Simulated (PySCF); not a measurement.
Vertical excitations of a molecule CH8O2Si3 from TDA-PBE0/def2-SVPD (PySCF), as energy in eV (oscillator strength): 4.52 (0.003), 5.27 (0.151), 5.70 (0.021), 6.18 (0.000), 6.22 (0.012), 6.31 (0.016). Lowest triplet (TDA): 3.90 eV. Geometry: B3LYP-D3(BJ)/def2-SVP. Other conformers were not sampled.

### Question
Identify the compound among the candidates.
A) C[Si@H]1O[SiH2][Si@@H]1O
B) C[Si]1(O)[SiH2]O[SiH2]1
C) O[Si@@H]1C[Si@H]([SiH3])O1
D) O=C[Si@@H]([SiH3])O[SiH3]

### Answer
A, C[Si@H]1O[SiH2][Si@@H]1O
